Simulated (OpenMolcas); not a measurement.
## neutral silicon: thermal populations, the spin-orbit constant, worked from levels

```
Program             : OpenMolcas
Basis               : ANO-RCC-VTZP [5s4p2d1f]
Scalar Hamiltonian  : DKH2, point nucleus
Active space        : 4 electrons in 9 orbitals (RAS2 3s 3p; RAS3 3d, at most 2 electrons)
State averaging     : 2S+1 = 3 even, 3 roots; 2S+1 = 1 even, 6 roots; 2S+1 = 5 odd, 1 root; 2S+1 = 3 odd, 8 roots; 2S+1 = 1 odd, 5 roots
Spin-orbit coupling : state interaction with AMFI integrals over the reference wave functions, term energies averaged over their components
```

Methods: RASSCF; SS-RASPT2, IPEA 0.25 Eh, imaginary shift 0.1 Eh (closed shells correlated: 2s 2p). Measured levels: NIST Handbook of Basic Atomic Spectroscopic Data.

**Thermal populations.** Z = Σ (2J + 1) exp(-E/kT) with k = 0.695035 cm-1/K, over the levels below. No other level of either list lies under 39600 cm-1, which is above 7 kT at each temperature.

| Level | 2J + 1 | SS-RASPT2 | measured |
| --- | --- | --- | --- |
| 3s2 3p2 3P0 | 1 | 0.0 | 0.0 |
| 3s2 3p2 3P1 | 3 | 67.3 | 77.1 |
| 3s2 3p2 3P2 | 5 | 196 | 223 |
| 3s2 3p2 1D2 | 5 | 6620 | 6299 |
| 3s2 3p2 1S0 | 1 | 15930 | 15394 |
| 3s 3p3 5S* 2 | 5 | 31380 | 33326 |

```csv
T (K),"Z, SS-RASPT2","Z, measured levels","Ground level (%), SS-RASPT2","Ground level (%), measured levels"
3000,8.666,8.628,11.5,11.6
5000,9.423,9.452,10.6,10.6
8000,10.386,10.448,9.6,9.6
```

At 8000 K, kT = 5560 cm-1, and the computed levels give Z = 1.000 + 2.964 + 4.827 + 1.520 + 0.057 + 0.018 = 10.386.

**The spin-orbit constant.** For the Hund term 3P of p2, E(J) = (A/2) J(J+1) + constant and ζ = 2S·A = 2A. From J = 0 to J = 2 the energy changes by 3 A.

```
   Source  E(2) - E(0)     A    ζ
   RASSCF        196.2  65.4  131
SS-RASPT2        196.3  65.4  131
 measured        223.2  74.4  149
```

All in cm-1. SS-RASPT2 is off by -12.1 % and RASSCF by -12.1 %. Both methods take the spin-orbit matrix elements from the reference wave functions, so the second can move ζ only through the term energies and any multistate remixing. Second-order mixing with other terms is absorbed into this ζ.

The run also gave levels led by 3s2 3p 3d, which use shells meant for correlation; these and all levels above them are left out. Some terms mix strongly with configurations of 3d, whose occupation reaches 0.28 (3s 3p3 3D*). Without dynamic correlation excited terms often stand tens of per cent too high (terms of higher spin than the ground term too low), and those without a measured partner can miss by more than the paired ones (holds for RASSCF). Computed and measured levels are paired by configuration, term and J; levels that our copy of the source lacks, or whose pairing is in doubt (as where it misses far off the trend of its configuration), stay unpaired and out of the deviations. Only configurations of the active space appear.

* marks odd parity.
